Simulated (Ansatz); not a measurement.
CH$_{7}$NOSn, SMILES `C[O][SnH2][NH2]`, 11 atoms. Charge 0, multiplicity 1. Correlated methods include outer-core shells of Sn, which these sets cover unevenly. Sn: def2 effective core potential. All runs use 4 threads of an Arm Neoverse V2 on a shared host. Correlated methods freeze the cores.

**Question.** Give the basis size and wall time and peak host memory of each of these runs in Ansatz. RHF-CCSD(T)/def2-TZVPP energy; RKS B3LYP-D4/def2-TZVPP energy and forces; RKS ωB97M-V/def2-SVP energy; RKS ωB97X-V/def2-TZVPP energy; RKS PBE0-D4/def2-TZVP frequencies; RKS PBE0-D4/def2-TZVP relaxation (8 steps); RKS PBE0-D4/def2-TZVPP energy; RKS BLYP-D4/def2-TZVPP energy; RHF-CCSD(T)/def2-SVP energy; direct RPA on PBE orbitals/def2-TZVPP energy; RKS PBE0-D4/def2-QZVPP energy; RKS ωB97M-V/def2-QZVPP energy. (Estimate.)

**Answer.** Ansatz gave: Other jobs shared the machine, so times are rough.

| level | job | functions | wall time | peak host memory (GiB) |
| --- | --- | --- | --- | --- |
| RKS BLYP-D4/def2-TZVPP | energy | 241 | 1.9 s | 0.28 |
| RKS PBE0-D4/def2-TZVPP | energy | 241 | 2.6 s | 0.55 |
| RKS ωB97M-V/def2-SVP | energy | 103 | 3.5 s | 0.43 |
| RKS B3LYP-D4/def2-TZVPP | energy and forces | 241 | 3.9 s | 0.62 |
| RKS PBE0-D4/def2-QZVPP | energy | 463 | 6.5 s | 1.4 |
| direct RPA on PBE orbitals/def2-TZVPP | energy | 241 | 6.5 s | 0.63 |
| RHF-CCSD(T)/def2-SVP | energy | 103 | 7 s | 0.54 |
| RKS ωB97X-V/def2-TZVPP | energy | 241 | 7 s | 0.69 |
| RKS ωB97M-V/def2-QZVPP | energy | 463 | 16 s | 1.8 |
| RKS PBE0-D4/def2-TZVP | relaxation (8 steps) | 185 | 25 s | 0.46 |
| RKS PBE0-D4/def2-TZVP | frequencies | 185 | 2.2 min | 0.46 |
| RHF-CCSD(T)/def2-TZVPP | energy | 241 | 3.2 min | 5.3 |

B3LYP here is the variant with VWN-RPA as its local correlation; programs differ in this.
